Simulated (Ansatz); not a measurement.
One change: `CC[SiH2]S` becomes `CC[SiH2][TeH]`.

Ansatz, PBE0-D4/def2-TZVP geometries, multiplicity 1. Each molecule was computed in one conformer, which needn't be the lowest.

Elements past krypton have def2 core potentials.

| property | `CC[SiH2]S` |
| --- | --- |
| HOMO energy (PBE0/def2-TZVPP) / eV | -7.28 |
| LUMO energy (B3LYP/def2-TZVPP) / eV | 0.12 |
| LUMO energy (PBE/def2-TZVPP) / eV | -0.47 |
| size of the dipole moment (B3LYP/def2-TZVPP) / D | 1.75 |
| LUMO energy (PBE0/def2-TZVPP) / eV | 0.41 |
| size of the dipole moment (ωB97M-V/def2-TZVPP) / D | 1.75 |

Q: Give the same properties after the change, and the shifts. (An estimate is asked.)

A: The calculation gave: 
| property | `CC[SiH2][TeH]` | shift |
| --- | --- | --- |
| HOMO energy (PBE0/def2-TZVPP) / eV | -6.39 | 0.89 |
| LUMO energy (B3LYP/def2-TZVPP) / eV | -0.69 | -0.81 |
| LUMO energy (PBE/def2-TZVPP) / eV | -1.27 | -0.80 |
| size of the dipole moment (B3LYP/def2-TZVPP) / D | 1.47 | -0.28 |
| LUMO energy (PBE0/def2-TZVPP) / eV | -0.46 | -0.87 |
| size of the dipole moment (ωB97M-V/def2-TZVPP) / D | 1.53 | -0.22 |

With PBE0 the HOMO rises by 0.89 eV and the LUMO falls by 0.87 eV, so the gap narrows by about 1.76 eV. PBE moves the HOMO by 0.69 eV and ωB97M-V by 1.01 eV. Dipoles are sizes alone; their direction can turn.

B3LYP here is the variant with VWN-RPA as its local correlation; programs differ in this.

Spin–orbit coupling is left out; it splits and shifts lone-pair levels of the heavy atoms by tenths of an eV.
